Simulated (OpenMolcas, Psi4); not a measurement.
## Si2NH5F: a line through the functionals

Si2NH5F has 9 atoms, charge 0, and is taken as a doublet. As SMILES, `F[SiH2]N[SiH2]`. Geometry: relaxed at PBE0-D4/def2-TZVP. This is one conformer, not always the lowest.

The vertical energy of the quartet above the doublet y, in eV, basis 6-31G(d); a is the functional's share of exact exchange. Programs: OpenMolcas 26.06, Psi4 1.11.

| functional | program | a | y (eV) |
| --- | --- | --- | --- |
| UTPSS | OpenMolcas | 0 | 6.84 |
| UPBE | OpenMolcas | 0 | 6.74 |
| UTPSSh | Psi4 | 0.1 | ? |
| UB3LYP | OpenMolcas | 0.2 | 7.02 |
| UPBE0 | OpenMolcas | 0.25 | 6.95 |
| UBHLYP | OpenMolcas | 0.5 | 7.13 |

Task: Fit y = c + s·a to the known rows and predict UTPSSh.

Result: 
1. Means of the 5 rows: a = 0.1900, y = 6.936.
2. Σ(Δa)² = 0.172, Σ(Δa·Δy) = 0.1173, so the slope is 0.1173/0.172 = 0.68198.
3. Intercept: 6.936 − (0.68198) × 0.1900 = 6.806. The largest residual of the fit is 0.078.
4. UTPSSh: 6.806 + (0.68198) × 0.1 = 6.87 eV.

The run gave 6.91 eV, so the prediction is off by -0.04 eV, within the largest residual. The rows mix families of semi-local functionals, which the line can't see.
